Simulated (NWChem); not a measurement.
Molecule: CH3FO2Si2; SMILES O=C1[SiH2]O[Si@@H]1F

```xyz
9

O     -2.0930    -1.0867     0.0142
C     -0.9673    -0.6645    -0.0170
Si     0.8760    -1.3607     0.2430
O      1.3623     0.1950    -0.2287
Si    -0.0615     1.0441    -0.4441
F     -0.2366     2.1971     0.6660
H      1.3091    -1.6917     1.6246
H      1.3432    -2.3966    -0.7132
H     -0.1426     1.7001    -1.7712
```
Atoms are numbered in this order, from 1.

Level: B3LYP/6-31G* (spherical d) (NWChem), optimised geometry, unscaled harmonic frequencies. 

```json
[
 {"frequency (cm⁻¹)": "99", "IR intensity (km/mol)": "2.3"},
 {"frequency (cm⁻¹)": "146", "IR intensity (km/mol)": "6.4"},
 {"frequency (cm⁻¹)": "266", "IR intensity (km/mol)": "13.4"},
 {"frequency (cm⁻¹)": "308", "IR intensity (km/mol)": "5.1"},
 {"frequency (cm⁻¹)": "339", "IR intensity (km/mol)": "4.5"},
 {"frequency (cm⁻¹)": "432", "IR intensity (km/mol)": "0.5"},
 {"frequency (cm⁻¹)": "484", "IR intensity (km/mol)": "3.3"},
 {"frequency (cm⁻¹)": "601", "IR intensity (km/mol)": "26.0"},
 {"frequency (cm⁻¹)": "639", "IR intensity (km/mol)": "7.8"},
 {"frequency (cm⁻¹)": "689", "IR intensity (km/mol)": "40.9"},
 {"frequency (cm⁻¹)": "711", "IR intensity (km/mol)": "16.6"},
 {"frequency (cm⁻¹)": "732", "IR intensity (km/mol)": "6.7"},
 {"frequency (cm⁻¹)": "847", "IR intensity (km/mol)": "99.0"},
 {"frequency (cm⁻¹)": "875", "IR intensity (km/mol)": "153.9"},
 {"frequency (cm⁻¹)": "900", "IR intensity (km/mol)": "211.5"},
 {"frequency (cm⁻¹)": "955", "IR intensity (km/mol)": "406.8"},
 {"frequency (cm⁻¹)": "993", "IR intensity (km/mol)": "39.4"},
 {"frequency (cm⁻¹)": "1818", "IR intensity (km/mol)": "181.8"},
 {"frequency (cm⁻¹)": "2251", "IR intensity (km/mol)": "174.1"},
 {"frequency (cm⁻¹)": "2271", "IR intensity (km/mol)": "147.2"},
 {"frequency (cm⁻¹)": "2279", "IR intensity (km/mol)": "157.8"}
]
```

The zero-point energy is 26.6 kcal/mol, the thermal correction to the enthalpy at 298.15 K (with zero-point energy) is 31.5 kcal/mol and the heat capacity Cv is 24.4 cal/(mol K). The entropy at 298.15 K and 1 atm (symmetry number 1) is 82.5 cal/(mol K) and the dipole moment comes out as 1.40 D.

Rigid rotor and harmonic oscillator; modes under 100 cm⁻¹ make the entropy uncertain.
